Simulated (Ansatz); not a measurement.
CH8F2Si3, SMILES FC[SiH2][Si@@H](F)[SiH3].

The structure is a stationary point at PBE0-D3(BJ)/def2-SVP. The structure was generated by enumeration; whether it is a known compound was not checked. The values are those of a single conformer.

Two levels are set side by side: PBE/def2-SVPD (Ansatz, a first-principles code) and CAM-B3LYP/def2-SVPD (Ansatz). Energy differences of separate SCF runs at the same geometry; the states with an electron removed or added have multiplicity 2 and 2. Differences are taken from unrounded values.

```tsv
quantity	CAM-B3LYP
vertical ionisation energy (eV)	9.78
vertical singlet–triplet gap (eV)	5.34
```

**Question.** What does PBE give, and how far is it from CAM-B3LYP? (The exact figures need the calculation; the answer reports its results.)

**Answer.** 
```csv
quantity,PBE,PBE minus CAM-B3LYP
vertical ionisation energy (eV),9.34,-0.44
vertical singlet–triplet gap (eV),4.67,-0.67
```
